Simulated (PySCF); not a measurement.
## Dipole moment and polarisability of `CC[S@@](=O)COC`

Compound: C4H10O2S.
Geometry (GFN2-xTB, Å), atoms numbered from 1 in this order:
```
atom  x, y, z in Å
C1    -1.6287    1.0338    0.0755
C2    -1.7851   -0.3423   -0.5305
S3    -0.2206   -0.9134   -1.3609
O4     0.4009    0.2909   -1.9229
C5     0.7451   -1.3538    0.2108
O6     0.9717   -0.3047    1.0800
C7     2.0511    0.5386    0.7162
H8    -2.6014    1.4587    0.3144
H9    -1.1307    1.6829   -0.6441
H10   -1.0286    0.9912    0.9805
H11   -2.5272   -0.3354   -1.3296
H12   -2.0488   -1.1054    0.1976
H13    1.6772   -1.8093   -0.1459
H14    0.1358   -2.0983    0.7237
H15    1.8738    1.0239   -0.2443
H16    2.9844   -0.0334    0.6671
H17    2.1240    1.2881    1.5013
```

Level: wB97X-D/def2-SVPD (PySCF), static field, nuclei fixed, core orbitals frozen in the response. The polarisability tensor in these axes (au):

```
x   86.00 -2.07  3.11
y   -2.07 76.06  1.42
z    3.11  1.42 74.83
```

Question: Diagonalise the tensor; give its mean and Δα, where Δα² is half the sum of the squared differences of the eigenvalues.

Answer: Principal values 72.84, 76.99 and 87.06 au; mean 78.96 au = 11.70 Å³ = 13.02 × 10⁻⁴⁰ C²·m²/J; Δα = 12.66 au (16 % of the mean).

Question: What is the dipole moment, and where does it point?

Answer: (-0.69, -1.54, 2.07) D, 2.68 D in size, pointing from the negative to the positive side. Measured along this direction, the outermost atoms are O4 at the negative end and H14 at the positive end.

Question: Give the principal axes and the span of the nuclei along them.

Answer: Largest value along (0.96, -0.15, 0.23), where the nuclei span 5.71 Å; middle along (0.00, 0.83, 0.55), 3.49 Å; least along (-0.27, -0.53, 0.80), 3.46 Å. 

Question: What depolarisation ratio follows for Rayleigh scattering of linearly polarised light, taking the static tensor?

Answer: ρ = 3Δα²/(45ᾱ² + 4Δα²) = 481.0/(280594 + 641.3) = 0.00171.

Question: What molar refraction does this α imply?

Answer: Lorentz–Lorenz: R = (4π/3)N_A α = 2.5225 cm³/(mol·Å³) × 11.70 Å³ = 29.5 cm³/mol, in the limit of long wavelengths.

Question: Find the Langevin capture rate constant for NH4+ (18.034 u) meeting this molecule (122.040 u), k = 2.342 × 10⁻⁹ cm³/s × √(α in Å³ / reduced mass in u).

Answer: The reduced mass is 15.71 u, so k = 2.02 × 10⁻⁹ cm³/s. The formula leaves out the permanent dipole, which adds to the capture rate.

Question: Orientational against electronic polarisability at 298 K (dilute gas, rigid molecules)?

Answer: In Gaussian units μ²/3kT = 57.99 Å³ against 11.70 Å³, a ratio of 4.96; the Debye molar polarisation (4π/3)N_A(α + μ²/3kT) is 175.8 cm³/mol, leaving out the vibrational part.

Geometry: GFN2-xTB, one conformer, isolated molecule.
